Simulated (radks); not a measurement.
The numbers below are computed, except where a source is named.
Species: Xe. Configuration: [Kr] 4d10 5s2 5p5 6s1 (not the ground configuration). Level of theory: Dirac Kohn-Sham, PBEsol, spin-unpolarised, spherical densities, finite nucleus; open shells are shared between the two j in proportion to 2j + 1; Fermi nuclear charge, rms radius 4.7859 fm (a radial shooting solver on a logarithmic mesh with Libxc functionals).

X-ray form factor f0, the Fourier transform of the density (f0(0) = 54):

| sin(theta)/lambda (1/angstrom) | f0 (electrons) |
|---|---|
| 0.05 | 52.559 |
| 0.1 | 49.659 |
| 0.15 | 46.425 |
| 0.2 | 43.144 |
| 0.25 | 40.076 |
| 0.3 | 37.330 |
| 0.4 | 32.668 |
| 0.5 | 28.764 |
| 0.6 | 25.465 |
| 0.8 | 20.633 |
| 1 | 17.591 |
| 1.25 | 14.872 |
| 1.5 | 12.479 |
| 2 | 8.560 |
